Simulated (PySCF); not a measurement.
Ga(F)(Br)(NH2) (BrFGaH₂N), SMILES [Br][Ga]([F])[NH2]. Atoms are numbered in the order given.

```xyz
6

Ga    -0.0306    -0.7470     0.0000
F     -1.6088    -1.5090     0.0000
Br     0.0497     1.5320     0.0000
N      1.4218    -1.8028     0.0000
H      2.3702    -1.4466     0.0000
H      1.3679    -2.8151     0.0000
```

Geometry optimised at B3LYP-D3(BJ)/def2-SVP. The structure was generated by enumeration; whether it is a known compound was not checked. Other conformers were not sampled.

All values below come from PBE/pcSseg-1 (PySCF).

GIAO shieldings, no solvent; atoms listed in one row are averaged. δ = σ(ref) − σ: ¹⁹F against CFCl3 (σ = 133.6 ppm); ¹⁵N against NH3 (σ = 267.0 ppm); ¹H against TMS (σ = 31.49 ppm), references at their B3LYP-D3(BJ)/def2-TZVP geometries, non-relativistic (without spin–orbit terms, shifts of atoms bonded to Cl or Br come out too high).

### Question
Estimate the chemical shifts. (An estimate is asked for; the answer gives what the named calculation found.)

### Answer

```json
[
 {"nucleus": "¹⁹F", "atoms": "F2", "count": "1", "δ (ppm)": "-162.5"},
 {"nucleus": "¹⁵N", "atoms": "N4", "count": "1", "δ (ppm)": "46.9"},
 {"nucleus": "¹H", "atoms": "H5", "count": "1", "δ (ppm)": "2.12"},
 {"nucleus": "¹H", "atoms": "H6", "count": "1", "δ (ppm)": "2.02"}
]
```
